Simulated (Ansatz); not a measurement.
Basis sets compared for Be₈O₈, a nanocrystal cut from wurtzite BeO (bare). The state is a singlet with charge 0. Geometry PBE-D4/def2-SVP. Ansatz on 2 threads of AMD EPYC 7R13 on a shared host and a share (18 GiB) of an NVIDIA H100 80GB HBM3; times are rough, and most runs start from earlier orbitals.

```
atom   x (Å)   y (Å)   z (Å)
  O1  -3.297   1.030  -0.505
 Be2  -2.746   1.167  -1.828
 Be3  -2.200   0.531   0.376
  O4  -0.587   0.250  -0.390
  O5   0.551  -0.604   2.034
 Be6   0.573  -0.243   0.381
 Be7   1.847  -1.081   2.556
  O8   3.211  -1.368   2.137
  O9  -1.717   1.101  -2.833
Be10  -0.479   0.610  -2.159
 O11   2.111  -0.528  -0.262
Be12   3.089  -1.020   0.729
 O13  -2.175   0.187   1.902
Be14  -0.903  -0.246   2.251
 O15   0.958   0.334  -2.712
Be16   1.766  -0.119  -1.677
```

Binding counts from free atoms (O triplet, Be singlet) in the same basis, without a counterpoise term.

```tsv
level	functions	energy (Eh)	HOMO (eV)	LUMO (eV)	binding per atom (eV)	wall time
PBE-D4/def2-SVP	184	-719.2927	-5.27	-3.87	5.24	4.2 s
PBE0-D4/def2-SVP	184	-719.3046	-6.68	-3.12	5.03	7 s
```

**Question.** Estimate the rows for PBE-D4/def2-TZVP (with forces), PBE0-D4/def2-TZVP.

**Answer.** 
```csv
level,functions,energy (Eh),HOMO (eV),LUMO (eV),binding per atom (eV),wall time
PBE-D4/def2-TZVP (with forces),400,-720.1630,-5.13,-3.85,5.20,8 s
PBE0-D4/def2-TZVP,400,-720.1824,-6.53,-3.10,5.02,9 s
```
